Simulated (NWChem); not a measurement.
System: C₂H₆ClFSi; SMILES F[C@H]([SiH3])CCl

NWChem input:

```
start job
memory heap 200 mb stack 900 mb global 1100 mb
geometry units angstroms noautoz
  F     -1.553591    -0.347603     0.103949
  C     -0.237104    -0.383377    -0.320703
  Si     0.408660    -2.165526    -0.029631
  C      0.563995     0.666564     0.402501
  Cl     0.023861     2.325166     0.006440
  H     -0.222885    -0.163888    -1.404295
  H      1.791810    -2.291419    -0.582394
  H     -0.505395    -3.115370    -0.723922
  H      0.426232    -2.448897     1.435698
  H      1.626836     0.592652     0.130139
  H      0.467016     0.547819     1.491030
end
basis spherical
  * library 6-31g*
end
dft
  xc pbe0
  iterations 150
  mulliken
end
task dft energy
```

Geometry: optimised at PBE0/def2-SVP.

Question: Give the results of this calculation. (PBE0/6-31G* (spherical d).) Quantities: energy (Ha); highest occupied level (eV); orbital gap (eV); dipole (D).

Answer: 
- energy (Ha) = -928.83
- highest occupied level (eV) = -8.31
- orbital gap (eV) = 8.73
- dipole (D) = 2.58
